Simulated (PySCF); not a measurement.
Ge(F)3(OSiH3) (F3GeH3OSi), SMILES [F][Ge]([F])([F])[O][SiH3]. Atoms are numbered in the order given.

```xyz
9

F      1.6596    -0.3350    -1.2425
Ge     0.6169     0.0709     0.0462
F      1.4465    -0.2669     1.4989
F      0.3172     1.7560    -0.0190
O     -0.8598    -0.8048    -0.0469
Si    -2.4876    -0.3843    -0.1839
H     -2.7053     0.3822    -1.4424
H     -2.8941     0.4426     0.9866
H     -3.2451    -1.6611    -0.2110
```
Charge 0, spin multiplicity 1.

Geometry optimised at r2SCAN-D4/def2-SVP. Other conformers were not sampled.

The numbers are results of PBE/def2-TZVP (PySCF), not measurements.

The molecule is in vacuum.

Problem. Estimate the frontier levels, gap, dipole moment and polarisability. (Estimate from the structure and the level; the computed values follow.)

Solution. 
| Quantity | Value |
|---|---|
| highest occupied level | -8.18 eV |
| lowest empty level | -2.56 eV |
| orbital gap | 5.62 eV |
| dipole moment | 2.06 D |
| quadrupole, principal values (traceless, Buckingham form, about the centre of nuclear charge) | -2.50, -1.97, 4.47 D·Å |
| mean static polarisability | 54.5 bohr³ (8.07 Å³) |
| polarisability, principal values | 50.0, 50.8, 62.7 bohr³ |
